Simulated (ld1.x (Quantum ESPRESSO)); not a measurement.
# Configuration tests for Fe (RRKJ)

Fe (Z = 26), norm-conserving RRKJ (Kleinman–Bylander form), made with ld1.x (Quantum ESPRESSO) 7.5 (PBE, scalar-relativistic). Core [Ne], reference 3s2 3p6 3d6 4s2 4p0. Waves: 3p (bound): rc 0.85 bohr; 3d (bound): rc 1.40 bohr; 3s (bound): rc 1.25 bohr. Local part: the s channel. Core correction: none. rho0 = 0.02.

Occupied shells without a wave of their own: 4s. They enter only through the test configuration that unscreens the potential.

Energies are relative to the spin-unpolarised reference configuration 3s2 3p6 3d6 4s2 4p0; without spin polarisation the order of configurations can differ from experiment.

```
  valence configuration  charge  ΔE all-electron (eV)  error AE − PS (meV)
    3s2 3p6 3d6 4s1 4p0      +1                 8.729                 -856
    3s2 3p6 3d6 4s0 4p0      +2                24.932                -2188
3s2 3p6 3d6.5 4s1.5 4p0       0                -0.727                 -271
    3s2 3p6 3d6 4s1 4p1       0                 4.105                 -617
    3s1 3p6 3d6 4s2 4p0      +1               101.878                 -128
    3s2 3p6 3d6 4s0 4p2       0                 8.455                -1313
```

(1) What are ΔE and the potential's error for 3s2 3p6 3d5 4s0 4p0?

Levels in the configuration 3s2 3p6 3d6 4s0 4p2:

```tsv
level	all-electron (eV)	pseudo (eV)
3s	-97.274	-97.854
3p	-63.306	-63.885
3d	-10.639	-11.144
4p	-2.762	-2.997
```

The potential misses its own reference levels by up to 0.6 eV.

## Answers

(1) ΔE = 59.155 eV all-electron; the error (AE − PS) is -3285 meV.

The 4s level has no wave, so the channel is fitted at the deeper level alone: the likely source of the large errors.
